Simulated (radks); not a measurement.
Values are calculated unless marked as measured or tabulated.
Re II, 74 electrons, occupied as [Xe] 4f14 5d5 6s1.

Code: a radial shooting solver on a logarithmic mesh with Libxc functionals. Model: Dirac Kohn-Sham, revPBE, spin-unpolarised, spherical densities, finite nucleus; open shells fill j = l - 1/2 first; Fermi nuclear charge, rms radius 5.3698 fm.

Energy parts (Ry):
| part | energy |
|---|---|
| total | -33430.0821 |
| kinetic | 37785.5669 |
| electron-nucleus | -83576.9618 |
| Hartree | 13027.4316 |
| exchange-correlation | -666.1187 |

Orbitals (lengths in bohr, moments of r in powers of bohr):
\begin{tabular}{lrrr}
orbital & occ. & eigenvalue (Ry) & <r^2> \\ \hline
1s1/2 & 2 & -5258.177 & 0.0004481 \\
2s1/2 & 2 & -911.5112 & 0.006819 \\
2p1/2 & 2 & -872.3472 & 0.004860 \\
2p3/2 & 4 & -766.5437 & 0.006057 \\
3s1/2 & 2 & -211.4273 & 0.04448 \\
3p1/2 & 2 & -193.9110 & 0.04075 \\
3p3/2 & 4 & -170.9336 & 0.04730 \\
3d3/2 & 4 & -141.4699 & 0.03659 \\
3d5/2 & 6 & -136.4820 & 0.03838 \\
4s1/2 & 2 & -44.54056 & 0.2192 \\
4p1/2 & 2 & -37.22529 & 0.2256 \\
4p3/2 & 4 & -31.86635 & 0.2604 \\
4d3/2 & 4 & -19.84657 & 0.2822 \\
4d5/2 & 6 & -18.85626 & 0.2951 \\
4f5/2 & 6 & -3.73232 & 0.4133 \\
4f7/2 & 8 & -3.54779 & 0.4266 \\
5s1/2 & 2 & -6.78155 & 1.211 \\
5p1/2 & 2 & -4.57503 & 1.469 \\
5p3/2 & 4 & -3.77246 & 1.747 \\
5d3/2 & 4 & -0.96940 & 3.950 \\
5d5/2 & 1 & -0.90197 & 4.271 \\
6s1/2 & 1 & -0.91643 & 9.384 \\
6p1/2 & 0 & -0.54746 & 15.13 \\
6p3/2 & 0 & -0.48626 & 18.01 \\
\end{tabular}

The highest occupied level is 5d5/2 at -12.272 eV. The electron density at the nucleus is 1.548e+06 e/bohr^3.
